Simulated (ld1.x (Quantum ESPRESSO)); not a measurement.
# I (Z = 53): one change to a TM potential, before and after

iodine (I), norm-conserving Troullier–Martins (Kleinman–Bylander form), made with ld1.x (Quantum ESPRESSO) 7.5 (PBE, scalar-relativistic). Core [Kr] 4d10, reference 5s1 5p6. Waves: 5p (bound): rc 2.20 bohr; 5s (bound): rc 1.60 bohr. Local part: the s channel. Core correction: a·sin(br)/r model core inside 1.45 bohr.

Change: wave 5p (bound): rc 2.20 bohr becomes 5p (bound): rc 2.84 bohr.

Cutoffs: the cutoffs (Ry, on a coarse ladder) from which the occupation-weighted sum of valence levels, in a spherical-Bessel basis at the reference potential, stays within 10 and 1 mRy of its value at 400 Ry; they do not see the model core or the augmentation charge, which bear on the density cutoff. Errors are all-electron minus pseudo energies relative to the spin-unpolarised reference configuration.

Predict the effect on cutoff, ghosts and configuration errors.

The potential gets neither clearly harder nor softer (30 Ry and 55 Ry → 30 Ry and 50 Ry); the s channel sets the loose cutoff, while the largest relative change is in p, which becomes softer; of the 7 tests that both files solve, the error grows in 4 and shrinks in 3 by more than 15 % and 0.3 meV (median size 9.7 → 6.1 meV); neither file shows a bound ghost.

```csv
quantity,base,changed
"cutoff, loose",30 Ry,30 Ry
"cutoff, tight",55 Ry,50 Ry
loose cutoff by channel (10 mRy a level),"p 15 Ry, s 30 Ry","p 6 Ry, s 30 Ry"
bound ghosts,none,none
"error for 5s2 5p5, meV [ΔE -10.41 eV]",-8.1,+6.1
"error for 5s2 5p4, meV [ΔE 0.72 eV]",-9.7,-1.0
"error for 5s2 5p3, meV [ΔE 20.56 eV]",-14,-25
"error for 5s2 5p4.5, meV [ΔE -5.88 eV]",-9.0,+3.4
"error for 5s1 5p5, meV [ΔE 11.70 eV]",-3.0,-3.6
"error for 5s2 5p2, meV [ΔE 49.89 eV]",-35,-105
"error for 5s2 5p1, meV [ΔE 89.32 eV]",-99,-306
```
